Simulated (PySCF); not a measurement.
## Excited states of As⁵⁺ (arsenic, charge +5)

Ground state [Ar] 3d10, ¹S. All numbers are calculated (PySCF 2.14, the non-relativistic Hamiltonian (point nucleus), in def2-TZVP). Vertical excitation energies in eV without spin-orbit coupling; excited terms of each kind are numbered among those the solver found. Frozen: [Ar].

| term | leading excitation | EOM-EE-CCSD |
| --- | --- | --- |
| 1 3D | 3d → s | 43.096 |
| 1 1D | 3d → s | 43.732 |
| 1 3P° | 3d → p | 55.129 |
| 1 3F° | 3d → p | 55.726 |
| 1 1F° | 3d → p | 56.186 |
| 1 1D° | 3d → p | 56.772 |
| 1 3D° | 3d → p | 56.780 |
| 1 1P° | 3d → p | 56.945 |
| 1 3S | 3d → d | 74.324 |
| 1 3G | 3d → d | 75.238 |
| 1 1G | 3d → d | 75.450 |

The solver can miss terms.
